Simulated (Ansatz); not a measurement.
Coupled-cluster diagnostics for the cluster Li7Al (the lowest singlet isomer of a short search), Ansatz.

Geometry of the singlet (PBE0-D4/def2-TZVP):

Cartesian coordinates in Å:
```
Al -0.044 0.872 0.616
Li 0.232 -1.530 -0.621
Li 0.585 1.990 2.904
Li -1.093 -1.211 -3.521
Li 2.317 -0.053 1.057
Li -0.509 -1.013 2.305
Li 0.597 0.917 -1.930
Li -2.085 0.028 -0.809
```

Correlated methods freeze 5 core orbitals; core or outer-core shells of Li are correlated, in sets that lack core-valence functions. The structure comes from a short search, and lower isomers may exist.

Estimate the CCSD(T) correlation energy, the shares of MP2 and (T), T1 and the reference's ⟨S²⟩ for: charge 0, singlet, own geometry in def2-TZVPP; and the rough time on 4 threads of Arm Neoverse V2 on a shared host.


```csv
state,basis,correlation (eV),MP2 share (%),(T) share (%),T1,⟨S²⟩ (pure),wall time,remarks
"charge 0, singlet, own geometry",def2-TZVPP,-13.363,85.9,4.9,0.014,0.00 (0.00),23 s,restricted SCF unstable
```
Customary marks for T1 are 0.02 (closed shells), 0.045 (open shells) and about 0.05 (3d metals). T1 stays under 0.02 throughout.
